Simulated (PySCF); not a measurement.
**Radial density of Sr⁺ (strontium, charge +1)**

UHF, [Kr] 4d1, 2D determinant (an excited configuration). Computed with PySCF 2.14 in aug-cc-pwCVTZ-X2C, with the spin-free X2C one-electron Hamiltonian (Gaussian nucleus).

```tsv
r (bohr)	4πr²ρ (e/bohr)	4πr²(ρα − ρβ)
0.0430	42.06	-0.0019
0.0723	42.93	-0.0040
0.122	57.62	0.0019
0.204	37.98	0.0260
0.344	39.65	0.0272
0.579	27.29	0.0042
0.973	7.860	0.0203
1.64	5.549	0.2710
2.75	0.9490	0.3151
4.63	0.1186	0.1127
7.79	0.006773	0.0068
13.1	1.543e-05	0.0000
```

Densities and radii are taken from the X2C orbitals without a picture-change correction, which distorts them close to the nucleus.

Where is the radial spin density 4πr²(ρα − ρβ) most negative, and why is it negative at all?

Around r = 0.0723 bohr, down to -0.0040 e/bohr: exchange with the open shell polarises the paired shells in an unrestricted calculation.
